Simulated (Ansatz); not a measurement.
Cost and result for the atomization energy of C7H4F4, SMILES `Fc1cccc(C(F)(F)F)c1` (15 atoms, 15 bonds).

Z-matrix (Å, degrees):
```
C
C 1 1.502
F 1 1.337 2 111.9
F 1 1.338 2 112.0 3 -120.8
F 1 1.342 2 111.4 3 119.6
C 2 1.387 1 119.2 3 151.1
C 2 1.387 1 119.8 3 -31.3
C 6 1.380 2 118.2 1 177.8
H 6 1.082 2 121.7 1 -2.7
C 7 1.386 2 119.5 1 -177.8
H 7 1.082 2 120.0 1 2.7
C 8 1.381 6 122.3 2 -0.1
F 8 1.336 6 118.7 2 179.8
H 10 1.083 7 119.8 2 -179.8
H 12 1.083 8 119.6 6 179.8
```

Total charge 0; spin multiplicity 1. The geometry is a stationary point of PBE0-D4/def2-TZVP. Program: Ansatz. All runs use 2 threads of an AMD EPYC 7R13 on a shared host and a share of an NVIDIA H100 80 GB. Times are those of one run each, without the atoms' runs, and a repeat can differ threefold. Electronic energies, without spin–orbit coupling; frozen cores. CCSD(T)/CBS adds CCSD(T) − MP2 in def2-TZVPP to the MP2 limit, and its time is that of the two runs behind it. T1 = 0.012; the RHF reference is unstable towards UHF. B3LYP takes the VWN-RPA correlation (the form of Gaussian; ORCA's B3LYP/G).

CCSD(T)/CBS is a level of theory with its own doubt, some kJ/mol a heavy atom from the limit and from the frozen cores, so smaller differences don't rank the functionals.

| level | functions | wall time |
| --- | --- | --- |
| PBE0-D4/def2-TZVPP | 397 | 2.7 s |
| r2SCANh-D4/def2-TZVPP | 397 | 2.7 s |
| PBE-D4/def2-TZVPP (with forces) | 397 | 3 s |
| B3LYP-D4/def2-TZVPP (with forces) | 397 | 3.3 s |
| BLYP-D4/def2-TZVPP | 397 | 3.5 s |
| r2SCAN-D4/def2-TZVPP (with forces) | 397 | 3.7 s |
| B2PLYP/def2-TZVPP | 397 | 4.5 s |
| CAM-B3LYP-D4/def2-TZVPP | 397 | 4.5 s |
| PBE-QIDH/def2-TZVPP | 397 | 5.5 s |
| CCSD(T)/def2-SVP | 174 | 6.5 s |
| MP2/def2-QZVPP | 747 | 7 s |
| CCSD(T)/def2-TZVPP | 397 | 29 s |
| CCSD(T)/CBS(def2) | – | 36 s |

Q: What atomization energy does each give, and how far from CCSD(T)/CBS? (Estimate.)

A: Ansatz gave: 
```json
{"level": "PBE0-D4/def2-TZVPP", "atomization (kcal/mol)": "1747.9", "difference from CCSD(T)/CBS": "36.8", "per bond": "2.5"}
{"level": "r2SCANh-D4/def2-TZVPP", "atomization (kcal/mol)": "1719.0", "difference from CCSD(T)/CBS": "7.9", "per bond": "0.5"}
{"level": "PBE-D4/def2-TZVPP (with forces)", "atomization (kcal/mol)": "1800.8", "difference from CCSD(T)/CBS": "89.7", "per bond": "6.0"}
{"level": "B3LYP-D4/def2-TZVPP (with forces)", "atomization (kcal/mol)": "1714.9", "difference from CCSD(T)/CBS": "3.8", "per bond": "0.3"}
{"level": "BLYP-D4/def2-TZVPP", "atomization (kcal/mol)": "1727.2", "difference from CCSD(T)/CBS": "16.1", "per bond": "1.1"}
{"level": "r2SCAN-D4/def2-TZVPP (with forces)", "atomization (kcal/mol)": "1736.2", "difference from CCSD(T)/CBS": "25.1", "per bond": "1.7"}
{"level": "B2PLYP/def2-TZVPP", "atomization (kcal/mol)": "1702.5", "difference from CCSD(T)/CBS": "-8.6", "per bond": "-0.6"}
{"level": "CAM-B3LYP-D4/def2-TZVPP", "atomization (kcal/mol)": "1727.5", "difference from CCSD(T)/CBS": "16.4", "per bond": "1.1"}
{"level": "PBE-QIDH/def2-TZVPP", "atomization (kcal/mol)": "1724.4", "difference from CCSD(T)/CBS": "13.3", "per bond": "0.9"}
{"level": "CCSD(T)/def2-SVP", "atomization (kcal/mol)": "1650.1", "difference from CCSD(T)/CBS": "-61.0", "per bond": "-4.1"}
{"level": "MP2/def2-QZVPP", "atomization (kcal/mol)": "1764.7", "difference from CCSD(T)/CBS": "53.6", "per bond": "3.6"}
{"level": "CCSD(T)/def2-TZVPP", "atomization (kcal/mol)": "1667.8", "difference from CCSD(T)/CBS": "-43.3", "per bond": "-2.9"}
{"level": "CCSD(T)/CBS(def2)", "atomization (kcal/mol)": "1711.1", "difference from CCSD(T)/CBS": "0.0", "per bond": "0.0"}
```

From PBE to PBE0 (25 % exact exchange), in def2-TZVPP and without D4, the atomization energy moves by −51.4 kcal/mol: exact exchange takes away binding that semilocal exchange gives to molecules. Leaving LDA and LC-ωPBE aside and taking each functional with its dispersion term where it has one, the values, not all of them listed here, spread over 159.5 kcal/mol, from BHLYP-D4 to PBE-D4. LDA lies +254.2 kcal/mol from PBE without D4, its usual overbinding. At CCSD(T), def2-SVP lies −61.0 kcal/mol from the extrapolated value and def2-TZVPP −43.2 kcal/mol: correlation converges slowly with the basis, and small sets miss more of it in the bonded molecule than in its fragments.
